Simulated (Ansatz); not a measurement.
Calculated with Ansatz (gas phase, PBE0-D4/def2-TZVP geometries, no zero-point term in ΔE). CCSD(T)/CBS adds triple-zeta CCSD(T) − MP2 to the extrapolated MP2 energy (def2 sets, frozen cores). This one scheme is used for every species. DFT in def2-TZVPP. B3LYP here is the variant with VWN-RPA as its local correlation; programs differ in this. For Ge outer-core shells are correlated without core-valence functions, which leaves a few kJ/mol of doubt a bond. Scalar relativity is left out up to krypton. One conformer a species, not always the lowest.

Consider the cleavage of the Ge–Si bond: `[OH][Ge]([OH])([SiH3])[Cl]` + H–F → `[OH][Ge]([OH])([F])[Cl]` + SiH₄.

```
             level  ΔE (kJ/mol)  difference from CCSD(T)/CBS
          B3LYP-D4        -41.5                         -3.0
           ωB97X-V        -51.4                        -12.9
            B2PLYP        -52.1                        -13.6
             B3LYP        -49.9                        -11.4
    MP2/def2-TZVPP        -48.3                         -9.8
   CCSD/def2-TZVPP        -52.2                        -13.7
CCSD(T)/def2-TZVPP        -49.3                        -10.8
    MP2/def2-QZVPP        -42.8                         -4.3
SCS-MP2/def2-QZVPP        -51.7                        -13.2
      HF/CBS(def2)        -79.5                        -41.0
       CCSD(T)/CBS        -38.5                            0
```

Largest T1 diagnostic among the species: 0.012.

From PBE to PBE0 (25 % exact exchange), in def2-TZVPP and without D4, ΔE moves by −4.5 kJ/mol. The D4 term adds +8.3 kJ/mol with B3LYP and +4.9 kJ/mol with PBE0; it sums over pairs of atoms, weighted by their polarisabilities, and B3LYP, whose exchange is more repulsive, gets the larger term.
